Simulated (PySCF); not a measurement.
**C₆ coefficients of unlike pairs at UHF**

Calculated with PySCF 2.14 from the dipole response of each species, C₆(A,B) = (3/π) ∫ α_A(iu) α_B(iu) du, in atomic units, from isotropic polarisabilities. For ions this is the dispersion term alone; charge-induced terms of lower order in 1/R come first.

| species | configuration | basis | relativity | α (bohr³) | C₆ (like pair) |
| --- | --- | --- | --- | --- | --- |
| C+ | [He] 2s2 2p1 (2P) | dyall-acv3z (15s9p4d2f) | spin-free X2C | 6.293 | 14.92 |
| K | [Ar] 4s1 (2S) | dyall-av3z (25s18p5d2f) | none | 415.6 | 6595 |
| S+ | [Ne] 3s2 3p3 (4S) | aug-cc-pV(Q+d)Z (7s6p5d3f2g) | none | 10.91 | 53.60 |
| In(2+) | [Kr] 4d10 5s1 (2S) | aug-cc-pVQZ-PP with ECP28MDF (7s7p5d3f2g) | core potential | 17.49 | 78.23 |

**Question.** Estimate C₆ for In(2+) with S+.

**Answer.** The integral gives 63.26. The combination rule 2 C_A C_B / (C_A α_B/α_A + C_B α_A/α_B) gives 62.25 and the geometric mean 64.75.

No spin-orbit coupling is included.

The other pairs:

| pair | C₆ |
| --- | --- |
| S+, K | 340.4 |
| K, C+ | 190.7 |
| In(2+), K | 496.0 |
| In(2+), C+ | 33.73 |
| S+, C+ | 28.22 |
